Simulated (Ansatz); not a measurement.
`[SiH3]O[AsH2]` + `F[B]([AlH2])[SiH3]` → `F[B]([SiH3])[AlH][AsH2]` + `O[SiH3]` at 500 K and 1 bar (formal exchange of groups at the As–O bond).

Gas-phase electronic energies from Ansatz, PBE0-D4/def2-TZVP geometries. CCSD(T)/CBS is the MP2 limit (def2-TZVPP, def2-QZVPP) plus CCSD(T) − MP2 in def2-TZVPP, frozen cores. For As outer-core shells are correlated without core-valence functions, which leaves a few kJ/mol of doubt a bond. Scalar relativity is left out up to krypton. One conformer a species, not always the lowest.

| species | CCSD(T)/CBS energy (Eh) | H − E (kJ/mol) | S (J/(mol·K)) |
| --- | --- | --- | --- |
| `[SiH3]O[AsH2]` | -2602.28728 | 156.2 | 389.2 |
| `F[B]([AlH2])[SiH3]` | -658.67346 | 162.7 | 433.6 |
| `F[B]([SiH3])[AlH][AsH2]` | -2894.30843 | 201.3 | 525.0 |
| `O[SiH3]` | -366.69042 | 127.5 | 292.9 |

H − E and S are ideal-gas, rigid-rotor, harmonic terms from PBE0-D4/def2-TZVP, for one conformer and one mirror image of each species. 1 Eh = 2625.50 kJ/mol, R = 8.31446 J/(mol·K).

Q: By hand: ΔE, ΔH, ΔS and ΔG.

A: ΔE = (-2894.30843) + (-366.69042) − (-2602.28728) − (-658.67346) = -0.03811 Eh = -100.1 kJ/mol. Δ(H − E) = 201.3 + 127.5 − 156.2 − 162.7 = 9.9, so ΔH = -90.2 kJ/mol. ΔS = 525.0 + 292.9 − 389.2 − 433.6 = -4.9 J/(mol·K). ΔG = -90.2 − 500 × (-4.9)/1000 = -87.8 kJ/mol.

Q: By hand: the equilibrium constant, and the temperature at which ΔG would vanish if ΔH and ΔS stayed fixed.

A: log₁₀ K = −ΔG/(RT ln 10) = 9.2. ΔG = 0 at ΔH/ΔS = 18408 K, far beyond where these terms or the molecules hold.

The number of gas molecules stays the same, so ΔS is small and ΔH decides. A doubt of 5 kJ/mol in ΔE shifts log₁₀ K by 0.5 here. Other conformers and mirror images would add mixing entropy, several J/(mol·K) or more a flexible species. Modes under 60 cm⁻¹, often nearly free rotors, make the harmonic entropy too high. These are equilibria of isolated gas molecules and say nothing of rates. Largest T1 diagnostic: 0.015 (customary marks: 0.02 for closed shells, 0.045 for open ones).
